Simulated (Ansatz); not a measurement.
Computed with Ansatz on PBE0-D4/def2-TZVP structures; ΔE is electronic, products minus reactants. CBS: MP2 limit from def2 TZ/QZ plus the TZ coupled-cluster correction, frozen cores. One conformer a species, not always the lowest.

Consider the cleavage of the B–Al bond: `[BH2][AlH][S]C` + `C[Si](O)(O)O` → `BO[Si](C)(O)O` + `C[S][AlH2]`.

`[BH2][AlH][S]C`:

Cartesian coordinates in Å:
```
B -0.060 -0.833 -1.761
Al 1.432 -0.640 -0.266
S 0.951 0.424 1.577
C -0.785 0.923 1.325
H -0.809 -1.768 -1.810
H -0.231 -0.009 -2.616
H 2.913 -1.207 -0.336
H -0.907 1.494 0.406
H -1.060 1.559 2.166
H -1.445 0.057 1.314
```

`C[Si](O)(O)O`:

Cartesian coordinates in Å:
```
C -0.461 1.283 -0.579
Si 0.072 -0.361 0.071
O -1.179 -1.392 0.311
O 0.781 -0.252 1.554
O 1.073 -0.982 -1.066
H -1.110 1.792 0.136
H 0.399 1.926 -0.780
H -1.011 1.161 -1.515
H -1.418 -1.557 1.224
H 1.564 0.294 1.636
H 1.290 -1.913 -0.990
```

`BO[Si](C)(O)O`:

Z-matrix (Å, degrees):
```
Si
O 1 1.651
O 1 1.639 2 103.0
C 1 1.844 2 112.9 3 -122.8
O 1 1.634 2 108.2 3 119.1
B 2 1.345 1 133.8 3 87.4
H 3 0.958 1 117.6 2 171.0
H 4 1.092 1 110.8 2 60.2
H 4 1.093 1 110.6 2 -179.8
H 4 1.092 1 110.8 2 -60.3
H 5 0.959 1 117.6 2 -48.7
H 6 1.200 2 118.2 1 -177.0
H 6 1.205 2 120.4 1 3.5
```

`C[S][AlH2]`:

Cartesian coordinates in Å:
```
C 1.078 0.702 -0.508
S 0.688 -1.054 -0.217
Al -1.308 -0.958 0.624
H 1.967 0.963 0.065
H 0.255 1.351 -0.210
H 1.281 0.844 -1.569
H -1.962 0.475 0.798
H -1.999 -2.323 1.018
```

| level | ΔE (kcal/mol) |
| --- | --- |
| MP2/def2-TZVPP | -41.4 |
| HF/def2-QZVPP | -42.3 |

(1) What does CCSD(T)/CBS give? (Estimate.)

Largest T1 diagnostic among the species: 0.012.

## Answers

(1) Computed: -39.7 kcal/mol. The listed levels differ from it by -1.7, -2.6 kcal/mol.
